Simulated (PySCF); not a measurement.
**Indirect couplings**

Molfile (atoms numbered from 1):
```
C3H12AsB
     RDKit          3D

 17 16  0  0  0  0  0  0  0  0999 V2000
   -1.7213   -0.4651    0.0804 C   0  0  0  0  0  0  0  0  0  0  0  0
   -1.6333    1.0489   -0.0460 C   0  0  0  0  0  0  0  0  0  0  0  0
   -0.3622    1.5622   -0.7216 C   0  0  0  0  0  0  0  0  0  0  0  0
    1.0471    1.2813    0.0075 B   0  0  0  0  0  0  0  0  0  0  0  0
    1.7804   -0.6423   -0.3850 As  0  0  0  0  0  4  0  0  0  0  0  0
   -2.7036   -0.7865    0.4606 H   0  0  0  0  0  0  0  0  0  0  0  0
   -1.5721   -0.9611   -0.8950 H   0  0  0  0  0  0  0  0  0  0  0  0
   -0.9660   -0.8584    0.7793 H   0  0  0  0  0  0  0  0  0  0  0  0
   -1.7094    1.4934    0.9617 H   0  0  0  0  0  0  0  0  0  0  0  0
   -2.5186    1.4083   -0.6001 H   0  0  0  0  0  0  0  0  0  0  0  0
   -0.3482    1.2330   -1.7788 H   0  0  0  0  0  0  0  0  0  0  0  0
   -0.4253    2.6643   -0.7830 H   0  0  0  0  0  0  0  0  0  0  0  0
    1.0607    1.2943    1.2328 H   0  0  0  0  0  0  0  0  0  0  0  0
    2.0100    1.8700   -0.4770 H   0  0  0  0  0  0  0  0  0  0  0  0
    1.8348   -1.0871   -1.8293 H   0  0  0  0  0  0  0  0  0  0  0  0
    3.2344   -0.8460   -0.0340 H   0  0  0  0  0  0  0  0  0  0  0  0
    1.2292   -1.9192    0.2105 H   0  0  0  0  0  0  0  0  0  0  0  0
  1  2  1  0
  2  3  1  0
  3  4  1  0
  4  5  1  0
  1  6  1  0
  1  7  1  0
  1  8  1  0
  2  9  1  0
  2 10  1  0
  3 11  1  0
  3 12  1  0
  4 13  1  0
  4 14  1  0
  5 15  1  0
  5 16  1  0
  5 17  1  0
M  CHG  2   4  -1   5   1
M  END
```

Couplings: B3LYP/pcJ-1 (pcSseg-1 on As) (spin–dipole term only in couplings to heteroatoms) in PySCF 2.14, geometry PBE0-D3(BJ)/def2-SVP; gas phase, one conformer, non-relativistic. Couplings are averaged over pairs made equivalent by symmetry, fast rotation or ring inversion, so a value needn't be that of the named pair in this geometry, while other rotamers aren't included; one pair stands for each set, and the list holds a selection of those of at least 0.8 Hz over up to four bonds.

Isotopes: 13C, 1H, 11B.

| pair | bonds | J (Hz) |
| --- | --- | --- |
| C1, C2 | 1 | 36.7 |
| C1, H6 | 1 | ? |
| C2, C3 | 1 | ? |
| C2, H9 | 1 | 130.3 |
| C3, B4 | 1 | 55.1 |
| C3, H11 | 1 | ? |
| B4, H13 | 1 | 120.3 |
| C1, H9 | 2 | -3.3 |
| C2, B4 | 2 | -1.8 |
| C2, H6 | 2 | -3.2 |
| C2, H11 | 2 | ? |
| C3, H9 | 2 | -3.1 |
| C3, H13 | 2 | ? |
| H6, H7 | 2 | ? |
| H9, H10 | 2 | -14.6 |
| H15, H16 | 2 | -4.7 |
| C1, B4 | 3 | 2.1 |
| C1, H11 | 3 | 8.0 |
| C2, H13 | 3 | 7.4 |
| C3, H15 | 3 | 2.4 |
| B4, H9 | 3 | 6.9 |
| H6, H9 | 3 | ? |
| H9, H12 | 3 | 4.4 |
| H11, H13 | 3 | 8.5 |
| H11, H14 | 3 | ? |
| H13, H15 | 3 | 8.1 |

**Question.** Estimate the withheld couplings, with signs.

**Answer.** 
- 1J(C1,H6) = 129.6 Hz (bond length 1.101 Å, sp3 carbon)
- 1J(C2,C3) = 35.7 Hz (bond length 1.528 Å)
- 1J(C3,H11) = 121.5 Hz (bond length 1.107 Å, sp3 carbon)
- 2J(C2,H11) = -3.4 Hz (angle at C3 109°)
- 2J(C3,H13) = -1.0 Hz (angle at B4 117°)
- 2J(H6,H7) = -13.5 Hz (mean over equivalent pairs that range from -14.6 to -11.5 Hz in this conformer)
- 3J(H6,H9) = 8.5 Hz (mean over equivalent pairs that range from 2.7 to 16.7 Hz in this conformer)
- 3J(H11,H14) = 1.6 Hz (dihedral angle 62°)

Relativistic effects of the heavier atoms present are left out.
